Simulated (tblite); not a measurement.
C₃H₈O₂Si₂.
Cartesian coordinates in Å at the GFN2-xTB level; atoms count from 1:
```xyz
15
C3H8O2Si2 angstrom
C     -1.7502    1.4717   -0.8226
C     -1.6967    0.3404   -0.4238
C     -1.5368   -1.0029    0.0637
Si    -0.0239   -1.1628    1.2362
O      1.2920   -0.6439    0.4708
Si     2.1570    0.4470   -0.3898
O      1.2544    1.7226   -0.7859
H     -1.8965    2.4482   -1.1790
H     -1.4162   -1.6717   -0.7920
H     -2.4476   -1.3008    0.5857
H      0.2224   -2.5741    1.5214
H     -0.2498   -0.3438    2.4269
H      2.5875   -0.3061   -1.5629
H      3.2062    0.9344    0.4898
H      0.2938    1.6499   -0.8602
```

All values are computed: GFN2-xTB (tblite) harmonic vibrations without scaling, gas phase. The method is semi-empirical: single wavenumbers can be off by several per cent or more. Modes of hydrogen on silicon can be 10 to 20 % off. One conformer, not necessarily the lowest.

Harmonic wavenumbers (cm⁻¹): 36.6, 52.9, 83.3, 120.4, 135.4, 208.2, 284.5, 297.0, 362.1, 379.6, 502.8, 546.6, 576.6, 599.2, 609.2, 621.8, 637.4, 693.4, 736.3, 748.4, 763.9, 789.7, 799.9, 859.5, 941.9, 1017.4, 1084.4, 1115.3, 1200.8, 1433.7, 2254.6, 2267.0, 2277.0, 2280.4, 2333.5, 2954.9, 2977.4, 3366.3, 3386.3.

A = 2185, B = 1546, C = 966.7 MHz; mass 132.006 u (most abundant isotopes); point group C1, symmetry number 1.

Task: Zero-point energy?

Result: ½Σν̃ = 21168 cm⁻¹ = 60.52 kcal/mol.

Task: What is S at 400 K and 1 bar for an ideal gas of classical rigid rotors and harmonic oscillators?

Result: Translation 42.03, rotation 29.85, vibration 43.09: S = 115.0 cal/(mol K).

Task: And Cp and H(400 K) − H(0)?

Result: Cp = 47.91 cal/(mol K), of which vibrations give 39.96 (their classical limit is 39 R = 77.5); H(400 K) − H(0) = 11.82 kcal/mol without the zero-point energy, 8.64 from vibrations.

Task: What must be added to the electronic energy to get the Gibbs energy at 400 K and 1 bar?

Result: ZPE + [H(400 K) − H(0)] − T·S = 60.52 + 11.82 − 45.99 = 26.35 kcal/mol.

Task: Blend soft modes into free rotors: weight 1/[1 + (100 cm⁻¹/ν̃)⁴] for the oscillator and the rest for a rotor with moment μB/(μ + B), μ = h/(8π²ν), B = 10⁻⁴⁴ kg m². What vibrational entropy results?

Result: 38.78 cal/(mol K) in place of 43.09, which changes −T·S at 400 K by +1.73 kcal/mol.

Task: How do the functions run with temperature in this model?

Result: 
| T (K) | S (cal/(mol K)) | Cp (cal/(mol K)) | H − H(0) (kcal/mol) | G − H(0) (kcal/mol) | ln q(vib) |
| --- | --- | --- | --- | --- | --- |
| 100 | 71.4 | 19.5 | 1.39 | -5.75 | 2.32 |
| 200 | 88.1 | 30.1 | 3.86 | -13.77 | 5.23 |
| 300 | 102.3 | 40.2 | 7.39 | -23.30 | 8.06 |
| 500 | 126.3 | 53.6 | 16.90 | -46.25 | 13.48 |
| 800 | 154.1 | 64.4 | 34.75 | -88.51 | 20.73 |
| 1000 | 169.0 | 69.0 | 48.12 | -120.85 | 24.97 |

q(vib) and H(0) count from the zero-point level.

Task: Which modes carry the vibrational entropy at 400 K?

Result: 36.6 cm⁻¹: 6.02; 52.9 cm⁻¹: 5.29; 83.3 cm⁻¹: 4.39; 120.4 cm⁻¹: 3.67; 135.4 cm⁻¹: 3.44; 208.2 cm⁻¹: 2.61 cal/(mol K); the other 33 give 17.69 together.

Hindered rotation and anharmonicity are outside this model. Other conformers, if any are populated, would add a mixing term that is left out. The structure is chiral; the term R ln 2 for an equal mix with its mirror image is left out.
